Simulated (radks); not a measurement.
The numbers below are computed, except where a source is named.
All-electron atom: Os+ in [Xe] 4f14 5d6 6s1. Code: a radial shooting solver on a logarithmic mesh with Libxc functionals. Model: Dirac Kohn-Sham, PW91, spin-unpolarised, spherical densities, finite nucleus; open shells fill j = l - 1/2 first; Fermi nuclear charge, rms radius 5.4126 fm.

Normalised radial functions P(r) = r R(r) (large component), r in bohr:

```
   r/bohr * 5p1/2 (the largest magnitude, 1.08, reaches the edge; | marks zero)
  0.00104                             *
 0.001409                             *
 0.001895                             *
 0.002568                             |*
 0.003481                             |*
 0.004717                             |*
 0.006393                             | *
 0.008595                             | *
  0.01165                             |  *
  0.01579                             |    *
   0.0214                             |     *
    0.029                             |      *
  0.03899                             |      *
  0.05284                             |    *
  0.07161                             *
  0.09705                      *      |
   0.1315                   *         |
   0.1768                       *     |
   0.2397                             |     *
   0.3248                             |              *
   0.4402                             |        *
   0.5966                    *        |
   0.8085    *                        |
    1.087  *                          |
    1.473           *                 |
    1.997                      *      |
    2.706                           * |
    3.667                             *
     4.93                             *
    6.682                             *
    9.056                             *
```

5p1/2: eigenvalue -67.523 eV, 3 radial nodes at r = 0.0708, 0.210, 0.520 bohr, <r> = 1.10 bohr, 90 % of the charge inside 1.60 bohr.
